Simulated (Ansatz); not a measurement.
Reactions of CClFInN, SMILES `N#[C][In]([F])[Cl]`.

Program: Ansatz. Geometries: PBE0-D4/def2-TZVP. ΔE: electronic, gas phase. CCSD(T)/CBS adds triple-zeta CCSD(T) − MP2 to the extrapolated MP2 energy (def2 sets, frozen cores). This one scheme is used for every species. DFT in def2-TZVPP. Elements past krypton have def2 core potentials. For Ga, In outer-core shells are correlated without core-valence functions, which leaves a few kJ/mol of doubt a bond. Scalar relativity is left out up to krypton. One conformer a species, not always the lowest.

| reaction | HF/CBS(def2) (kJ/mol) | RPA@PBE/def2-TZVPP (kJ/mol) | PBE-D4 (kJ/mol) | CCSD(T)/CBS(def2) (kJ/mol) |
| --- | --- | --- | --- | --- |
| `N#[C][In]([F])[Cl]` + `Cc1ccsc1` → `[CH3][In]([Cl])[C]#N` + `Fc1ccsc1` | 103 | 93 | 90 | 102 |
| `N#[C][In]([F])[Cl]` + `[Cl][GaH2]` → `[F][InH][Cl]` + `N#[C][GaH][Cl]` | -26 | -26 | -31 | -28 |
| `N#[C][In]([F])[Cl]` + `BN([SiH3])[SiH3]` → `[F][In]([Cl])[N]([SiH3])[SiH3]` + `BC#N` | 80 | 78 | 74 | 68 |
| `N#[C][In]([F])[Cl]` + `Cc1ccc[nH]1` → `[CH3][In]([F])[Cl]` + `N#Cc1ccc[nH]1` | 3 | -6 | -37 | -14 |

Largest T1 diagnostic: 0.016, for `N#[C][In]([F])[Cl]`.
